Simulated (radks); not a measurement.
Charge is removed step by step from the 4d5/2 level of neutral indium, starting from [Kr] 4d(3/2: 4, 5/2: 6) 5s2 5p1. Calculated with a radial shooting solver on a logarithmic mesh with Libxc functionals: Dirac Kohn-Sham, PBE, spin-unpolarised, spherical densities, point nucleus; open shells fill j = l - 1/2 first.

| removed (e) | E - E(0) (eV) | eigenvalue (eV) | E minus straight line (eV) |
|---|---|---|---|
| 0 | 0.000 | -18.109 | 0.000 |
| 0.125 | 2.359 | -19.637 | -0.715 |
| 0.25 | 4.911 | -21.213 | -1.235 |
| 0.375 | 7.663 | -22.831 | -1.556 |
| 0.5 | 10.621 | -24.489 | -1.673 |
| 0.625 | 13.787 | -26.182 | -1.579 |
| 0.75 | 17.168 | -27.910 | -1.272 |
| 0.875 | 20.766 | -29.670 | -0.747 |
| 1 | 24.586 | -31.460 | 0.000 |

Removing the whole electron costs 24.586 eV by Delta-SCF, against 18.109 eV from minus the eigenvalue at the starting occupation. Slater's transition state (half an electron removed) gives 24.489 eV. Integrating minus the eigenvalue over the occupation (Janak's theorem) gives 24.586 eV. The mean slope of the eigenvalue, de/dn, is 13.4 eV per electron.
